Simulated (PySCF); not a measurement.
C₃H₅O, SMILES CC([CH2])=O, multiplicity 2. Atoms are numbered in the order given.

```xyz
9

C      0.8623    -1.1360     0.0000
C     -0.1231    -0.0818     0.0000
C      0.3661     1.3492     0.0000
O     -1.3201    -0.3513     0.0000
H      1.9362    -0.9321     0.0000
H      0.5109    -2.1703     0.0000
H      0.9889     1.5489     0.8862
H     -0.4963     2.0271     0.0000
H      0.9889     1.5489    -0.8862
```
Charge 0, spin multiplicity 2.

Geometry optimised at PBE0-D3(BJ)/def2-SVP. The isomer is the one that the SMILES or the coordinates give; other isomers of the formula were not compared.

Two levels are set side by side: PBE/pcH-1 (PySCF) and B3LYP/pcH-1 (PySCF). Contact hyperfine couplings, same geometry. Differences are taken from unrounded values.

```json
[
 {"quantity": "A(iso) of 13C, atom C1 (MHz)", "B3LYP": "75.2"},
 {"quantity": "A(iso) of 13C, atom C2 (MHz)", "B3LYP": "-41.0"},
 {"quantity": "A(iso) of 13C, atom C3 (MHz)", "B3LYP": "-2.0"},
 {"quantity": "A(iso) of 17O, atom O4 (MHz)", "B3LYP": "-18.9"},
 {"quantity": "A(iso) of 1H, atom H5 (MHz)", "B3LYP": "-55.1"},
 {"quantity": "A(iso) of 1H, atom H6 (MHz)", "B3LYP": "-55.0"},
 {"quantity": "A(iso) of 1H, atom H7 (MHz)", "B3LYP": "-2.5"},
 {"quantity": "A(iso) of 1H, atom H8 (MHz)", "B3LYP": "-1.8"},
 {"quantity": "A(iso) of 1H, atom H9 (MHz)", "B3LYP": "-2.5"}
]
```

Task: What does PBE give, and how far is it from B3LYP? (Estimate from the structure and the level; the computed values follow.)

Result: 
```
quantity                        PBE  PBE minus B3LYP
----------------------------  -----  ---------------
A(iso) of 13C, atom C1 (MHz)   63.7            -11.5
A(iso) of 13C, atom C2 (MHz)  -34.7              6.4
A(iso) of 13C, atom C3 (MHz)   -3.6             -1.6
A(iso) of 17O, atom O4 (MHz)   -9.5              9.4
A(iso) of 1H, atom H5 (MHz)   -52.8              2.3
A(iso) of 1H, atom H6 (MHz)   -52.8              2.2
A(iso) of 1H, atom H7 (MHz)     2.2              4.7
A(iso) of 1H, atom H8 (MHz)    -1.7              0.1
A(iso) of 1H, atom H9 (MHz)     2.2              4.7
```

Rough cost on one machine, each run with all the roots and properties that it gave: B3LYP against PBE within a factor of 2.
